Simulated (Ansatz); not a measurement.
Geometry optimisation, RKS PBE-D4/6-31G* in Ansatz.

input.yaml

```yaml
crystal:
  periodic: [false, false, false]
  atoms:
    - { symbol: F, position_ang: [-1.4694, -1.5597, 0.5469] }
    - { symbol: B, position_ang: [-0.7749, -0.3851, 1.0296] }
    - { symbol: Si, position_ang: [0.2224, 0.7151, -0.2113] }
    - { symbol: S, position_ang: [1.8045, -0.4893, -1.1798] }
    - { symbol: H, position_ang: [-0.7785, -0.1335, 2.1657] }
    - { symbol: H, position_ang: [-0.6456, 1.3124, -1.2042] }
    - { symbol: H, position_ang: [0.9491, 1.7927, 0.5528] }
    - { symbol: H, position_ang: [0.7846, -1.3097, -1.7555] }
basis:
  gaussian: { orbitals: "6-31G*" }
hamiltonian:
  xc: pbe
  dispersion: d4
relax:
  f_tol: 0.02
  max_steps: 50
```

Launched with:

```bash
$ ansatz run input.yaml --threads 1 --pin off --max-ram 2048MiB --backend cpu --events-out ev --progress --plain --runs-dir out
```

**Question.** Where does it end, and by what steps?

**Answer.** It converged. After 8 steps the energy has fallen by 0.445 eV; H5 moved furthest, 0.21 Å.

```csv
step,energy less start (eV),largest force component (eV/Å),accepted
0,0.0000,3.359,yes
1,-0.3131,1.790,yes
2,-0.3957,1.171,yes
3,-0.4318,0.207,yes
4,-0.4393,0.147,yes
5,-0.4429,0.118,yes
6,-0.4448,0.055,yes
7,-0.4451,0.034,yes
8,-0.4452,0.017,yes
```

```xyz
8
Properties=species:S:1:pos:R:3
F -1.403 -1.494 0.510
B -0.790 -0.435 1.048
Si 0.235 0.779 -0.234
S 1.723 -0.461 -1.231
H -0.869 -0.308 2.249
H -0.686 1.442 -1.226
H 1.040 1.846 0.442
H 0.842 -1.426 -1.615
```

Whether the end is a true minimum wasn't checked by a vibrational analysis.

Run time: 43 s on 1 thread of Arm Neoverse N1, on a shared host, peak memory 0.15 GiB.
